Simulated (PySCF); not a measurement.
# A survey of 29Si NMR shifts

Level of theory: coordinates at the GFN2-xTB level, shielding tensors at PBE0/pcSseg-1 (GIAO), in PySCF 2.14.0 with density-fitted response routines (no relativistic terms, gas phase, one conformer, fast rotation and ring inversion assumed for equivalent nuclei).

Shieldings were converted by a linear fit to measured shifts: 29Si (scatter 8.9 ppm rms, 25.8 ppm with the 6 outliers that the fit left out vs TMS, solution or neat liquid). A few per cent of atoms miss by over 2 rms, more outside the fitted compound classes.

(1) Give the 29Si shifts of `O=CNC1=C[SiH2]C=C[SiH2]1`, `CO[C@H](F)[SiH2][SiH2]F`, `CC(C)/C(=C\[SiH3])C[SiH3]`, `C[Si@@H](C[SiH3])C1CCC1`, `C=C[SiH2][C@@H](CC)[SiH2]C`, `C=C[SiH2]C[SiH2]N[SiH3]`.

(2) Order these by 29Si shift, lowest first.
A. [SiH3]c1nnc[nH]1
B. [SiH3]n1ccnn1
C. C[C@@H]1CO[Si@@](N)(F)O1

## Answers

(1) 
```tsv
compound	environment	δ (ppm)
[O:1]=[CH:2][NH:3][C:4]1=[CH:5][SiH2:6][CH:7]=[CH:8][SiH2:9]1	Si6: silicon bonded to 2 C, 2 H, in a 6-membered ring	-64.0
[O:1]=[CH:2][NH:3][C:4]1=[CH:5][SiH2:6][CH:7]=[CH:8][SiH2:9]1	Si9: silicon bonded to 2 C, 2 H, in a 6-membered ring	-73.3
[CH3:1][O:2][C@H:3]([F:4])[SiH2:5][SiH2:6][F:7]	Si6: silicon bonded to F, Si, 2 H	1.6
[CH3:1][O:2][C@H:3]([F:4])[SiH2:5][SiH2:6][F:7]	Si5: silicon bonded to C, Si, 2 H	-69.8
[CH3:1][CH:2]([CH3:3])/[C:4](=[CH:5]\[SiH3:6])[CH2:7][SiH3:8]	Si8: silicon bonded to C, 3 H	-56.9
[CH3:1][CH:2]([CH3:3])/[C:4](=[CH:5]\[SiH3:6])[CH2:7][SiH3:8]	Si6: silicon bonded to C, 3 H	-81.9
[CH3:1][Si@@H:2]([CH2:3][SiH3:4])[CH:5]1[CH2:6][CH2:7][CH2:8]1	Si2: silicon bonded to 3 C, H	-18.3
[CH3:1][Si@@H:2]([CH2:3][SiH3:4])[CH:5]1[CH2:6][CH2:7][CH2:8]1	Si4: silicon bonded to C, 3 H	-70.4
[CH2:1]=[CH:2][SiH2:3][C@@H:4]([CH2:5][CH3:6])[SiH2:7][CH3:8]	Si3: silicon bonded to 2 C, 2 H	-36.2
[CH2:1]=[CH:2][SiH2:3][C@@H:4]([CH2:5][CH3:6])[SiH2:7][CH3:8]	Si7: silicon bonded to 2 C, 2 H	-40.8
[CH2:1]=[CH:2][SiH2:3][CH2:4][SiH2:5][NH:6][SiH3:7]	Si5: silicon bonded to C, N, 2 H	-31.6
[CH2:1]=[CH:2][SiH2:3][CH2:4][SiH2:5][NH:6][SiH3:7]	Si3: silicon bonded to 2 C, 2 H	-42.8
[CH2:1]=[CH:2][SiH2:3][CH2:4][SiH2:5][NH:6][SiH3:7]	Si7: silicon bonded to N, 3 H	-56.6
```

(2) A (-78.8 ppm, silicon bonded to C, 3 H), B (-48.3 ppm, silicon bonded to N, 3 H), C (-40.2 ppm, silicon bonded to F, N, 2 O, in a 5-membered ring).
